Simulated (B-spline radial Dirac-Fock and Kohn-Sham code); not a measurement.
## Characteristic X-ray lines: Tc²⁰⁺

System: the Tc²⁰⁺ ion, configuration 1s2 2s2 2p6 3s2 3p6 3d5.

Input of the calculation (task.json; shells as n, l, electrons):

```json
{"items": [{
  "Z": 43,
  "q": 20,
  "cfg": [[1, 0, 2], [2, 0, 2], [2, 1, 6], [3, 0, 2], [3, 1, 6], [3, 2, 5]],
  "A": 97,
  "rrms": 4.4112,
  "do": ["binding"]
}]}
```

Launch: `python xray_run.py task.json out`

Calculated with a radial finite-basis atomic code, using multi-electron Dirac-Fock with separately optimised hole states, Breit and Lamb-shift corrections added in first order. A line energy is the difference of two single-hole energies; the list is a selection of electric-dipole transitions between resolved j subshells. Correlation energy is missing from these numbers.

```
 line  energy (eV)  wavelength (Å)
 K-M3      20730.5         0.59808
 K-M2      20707.2         0.59875
 K-L3      18377.7         0.67464
 K-L2      18260.3         0.67898
L1-M3       2720.4          4.5575
L1-M2       2697.2          4.5968
L2-M1       2348.9          5.2785
L3-M1       2231.4          5.5562
```
